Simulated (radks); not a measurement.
Radial electron density D(r) = 4 pi r^2 rho(r) of an atom or ion with 42 electrons. Method: scalar-relativistic Kohn-Sham, LDA (Slater exchange, Perdew-Wang correlation), spin-polarised, spherical densities, finite nucleus; Fermi nuclear charge, rms radius of each element as measured or else 0.836 A^(1/3) + 0.57 fm; computed with a radial shooting solver on a logarithmic mesh with Libxc functionals.

```
   r/bohr * D(r) (the largest magnitude, 88.5, reaches the edge; | marks zero)
 0.001787 |  *
 0.002031 |   *
  0.00229 |    *
 0.002603 |     *
 0.002958 |      *
 0.003362 |        *
 0.003821 |          *
 0.004309 |            *
 0.004897 |              *
 0.005566 |                 *
 0.006326 |                    *
 0.007132 |                       *
 0.008106 |                          *
 0.009213 |                             *
  0.01047 |                                 *
   0.0119 |                                    *
  0.01342 |                                      *
  0.01525 |                                        *
  0.01733 |                                          *
   0.0197 |                                          *
  0.02221 |                                         *
  0.02525 |                                        *
  0.02869 |                                      *
  0.03261 |                                     *
  0.03706 |                                    *
  0.04179 |                                     *
   0.0475 |                                       *
  0.05398 |                                           *
  0.06135 |                                               *
  0.06917 |                                                   *
  0.07862 |                                                      *
  0.08936 |                                                      *
   0.1016 |                                                   *
   0.1154 |                                               *
   0.1301 |                                          *
   0.1479 |                                       *
   0.1681 |                                      *
   0.1911 |                                         *
   0.2154 |                                            *
   0.2448 |                                             *
   0.2783 |                                           *
   0.3163 |                                    *
   0.3595 |                           *
   0.4053 |                    *
   0.4606 |               *
   0.5236 |             *
    0.595 |              *
   0.6709 |              *
   0.7625 |             *
   0.8667 |           *
    0.985 |       *
    1.119 |    *
    1.262 |  *
    1.435 |*
     1.63 *
    1.853 *
    2.089 *
    2.375 *
    2.699 *
```

What is the nuclear charge?

Answer. Z = 53. The innermost maximum, from 1s, lies near gamma/Z bohr with gamma = sqrt(1 - (Z/c)^2) = 0.922, here 0.0174 bohr (found: 0.0191), and its height grows with Z. The density is that of the iodine ion I11+ in [Ar] 3d10 4s2 4p5 4d7; the configuration itself is not fixed sharply by these data, and Z only to a few units. D(r) has 4 maxima, at r = 0.0191, 0.0845, 0.243, 0.671 bohr, and minima at 0.0371, 0.160, 0.528 bohr, inside which lie 1.98, 11.20, 29.19 electrons.
